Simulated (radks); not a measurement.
Results of a calculation; reference values are marked as such.
Initial-state core-level shifts of the thallium ion Tl3+ when its valence configuration changes from [Xe] 4f14 5d10. Code: a radial shooting solver on a logarithmic mesh with Libxc functionals. Model: non-relativistic Kohn-Sham, PBE, spin-polarised, spherical densities, point nucleus; open shells are filled with parallel spins first (spin-orbit coupling, left out, can overturn this in heavy ions); relativity is left out, which matters for an element this heavy. Shifts are changes of the shell-averaged eigenvalues in eV (positive: less bound); the change of the density at the nucleus, which sets a Mossbauer isomer shift, is in e/bohr^3, on a base of 3.817e+05.

| valence | 1s | 2s | 2p | 5p | density at nucleus |
|---|---|---|---|---|---|
| 4f14 5d9 6p1 | -6.739 | -6.884 | -6.880 | -5.887 | +4.09 |
| 4f14 5d9 6s1 | -5.624 | -5.775 | -5.775 | -4.788 | +36.50 |
| 4f13 5d10 6p1 | -21.712 | -23.373 | -22.999 | -9.103 | +30.62 |
| 4f14 5d9.5 6s0.5 | -2.797 | -2.870 | -2.870 | -2.399 | +17.50 |
| 4f14 5d8 6p2 | -13.497 | -13.809 | -13.802 | -11.623 | +8.82 |
| 4f13 5d9 6p2 | -28.651 | -30.481 | -30.103 | -14.995 | +35.37 |
| 4f13 5d9 6s1 6p1 | -27.581 | -29.414 | -29.041 | -13.946 | +71.02 |
| 4f12 5d10 6s2 | -42.103 | -45.533 | -44.774 | -16.234 | +134.29 |
| 4f14 5d8 6s1 6p1 | -12.432 | -12.748 | -12.745 | -10.582 | +44.05 |
